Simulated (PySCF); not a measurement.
# From computed data to an observable: dipole moment from atomic charges

Cl3H2NTi, SMILES [NH2][Ti]([Cl])([Cl])[Cl], multiplicity 1. Atoms are numbered in the order given.

```xyz
7

Ti     0.1907     0.0283     0.0000
Cl    -0.4939     0.9849    -1.8308
Cl    -0.4939     0.9849     1.8308
Cl    -0.3887    -2.0801     0.0000
N      2.0071     0.1368     0.0000
H      2.5781     0.1467    -0.8434
H      2.5781     0.1467     0.8434
```

The structure is a stationary point at PBE0-D3(BJ)/def2-SVP. The spin state was assumed, not searched. The isomer is the one that the SMILES or the coordinates give; other isomers of the formula were not compared. One conformer was computed; it need not be the lowest.

Charges (e) from HF/def2-TZVP in PySCF:

```json
[
 {"atom": "Ti1", "IAO": "1.712", "ESP fit": "0.738"},
 {"atom": "Cl2", "IAO": "-0.467", "ESP fit": "-0.195"},
 {"atom": "Cl3", "IAO": "-0.467", "ESP fit": "-0.195"},
 {"atom": "Cl4", "IAO": "-0.480", "ESP fit": "-0.221"},
 {"atom": "N5", "IAO": "-0.871", "ESP fit": "-0.960"},
 {"atom": "H6", "IAO": "0.287", "ESP fit": "0.416"},
 {"atom": "H7", "IAO": "0.287", "ESP fit": "0.416"}
]
```

The dipole moment of the full density is 3.08 D.

**Question.** What dipole moment does each set of point charges give, and which comes closer to that of the density?

**Answer.** 
μ = Σ q r, and 1 e Å = 4.8032 D.
IAO: Σ q r = (0.706, 0.092, 0.000) e Å, |μ| = 3.42 D.
ESP fit: Σ q r = (0.637, 0.087, 0.000) e Å, |μ| = 3.09 D.
ESP fit comes closer in size. Point charges leave out the atoms' own dipoles (lone pairs, polarised bonds); fits to the potential absorb them, partitions of the density don't.
